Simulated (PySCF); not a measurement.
# Ge: excitation energy

Ge [Ar] 3d10 4s2 4p2 (3P) → Ge [Ar] 3d10 4s1 4p2 5s1 (5P), as a difference of total energies. All numbers are calculated (PySCF 2.14, a scalar-relativistic core potential, in aug-cc-pVDZ-PP with ECP10MDF). Correlated levels: valence: 3s2 3p6 3d10 frozen. The calculations carry no spin-orbit coupling.

```tsv
method	excitation energy (eV)
UHF	9.312
LDA	11.561
PBE	11.272
PBE0	11.017
r2SCAN	11.043
BLYP	11.684
B2PLYP	11.082
BHandHLYP	11.253
LC-wPBE	11.076
MP2 (valence)	10.101
SCS-MP2 (valence)	10.370
```

**Question.** How much does correlation contribute at MP2 (valence)?

**Answer.** 10.101 − (9.312) = 0.789 eV, measured against UHF.

The upper state lies above the first ionisation limit, but in LS coupling its spin forbids autoionisation to the ground ion. A Rydberg-like electron needs more diffuse functions than a valence basis has.

The promoted electron is Rydberg-like, and one or two diffuse shells describe it only roughly, which tends to raise the upper state.
